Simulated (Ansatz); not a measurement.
Input file for Ansatz (a first-principles code): R-r2SCAN/def2-TZVPP on CH4SeTe (SMILES C[Te][SeH]), a point of a torsion scan. Elements past Kr take the def2 small-core potentials; no spin–orbit coupling.

Ansatz 0.2 input:
```yaml
crystal:
  periodic: [false, false, false]
  atoms:
    - {symbol: C, position_ang: [-0.95616466, -0.24167585, 0.01412925]}
    - {symbol: Te, position_ang: [0.02520901, 1.67398718, -0.18496116]}
    - {symbol: Se, position_ang: [2.34040148, 0.72304828, 0.13812836]}
    - {symbol: H, position_ang: [-0.64964074, -0.90335236, -0.78649023]}
    - {symbol: H, position_ang: [-2.02080583, -0.06605139, -0.05133714]}
    - {symbol: H, position_ang: [-0.72227944, -0.68963758, 0.97145178]}
    - {symbol: H, position_ang: [2.05191379, -0.56900498, -0.43129288]}
basis:
  gaussian:
    orbitals: def2-TZVPP
hamiltonian:
  xc: {name: r2SCAN}
scf: {lower_state_search: off}
```

The log:

```
WARN ansatz: RAYON_NUM_THREADS=1 ignored (pool sized by the plan → 1); use --threads N
Functional definition: r2SCAN
these checks for a lower state are left out or cut short: stability, starts, cluster_reference, orbital_swaps, neighbouring_geometries, increment
integrals: 0.11 GiB planned
1189 factors; their error is unknown
mean field: 0.73 GiB planned
mean field evaluation 1: about -73740.3578 eV, gradient 5.7e1 eV
mean field evaluation 2: about -73725.6761 eV, gradient 8.6e1 eV
mean field evaluation 4: about -73747.9731 eV, gradient 6.1e0 eV
mean field evaluation 8: about -73748.0365 eV, gradient 2.4e-1 eV
mean field evaluation 16: about -73747.8751 eV, gradient 8.2e-4 eV
mean field -73747.87510791 eV, -2710.1844221104 hartree, gradient 4.9e-6 eV, S^2 0.000000; 0 other end points of the search recorded, 0 dependent functions left out
reference -73747.87511839 eV, -2710.1844224957 hartree; 34, 34 occupied and 151, 151 virtual orbitals, 1189 factors
Total energy: -73747.87511839 eV, -2710.1844224957 hartree
Checks for a lower state left out: stability, starts, cluster_reference, orbital_swaps, neighbouring_geometries, increment
```

The run converged.

Cost: about 4 core-seconds (a rough figure).
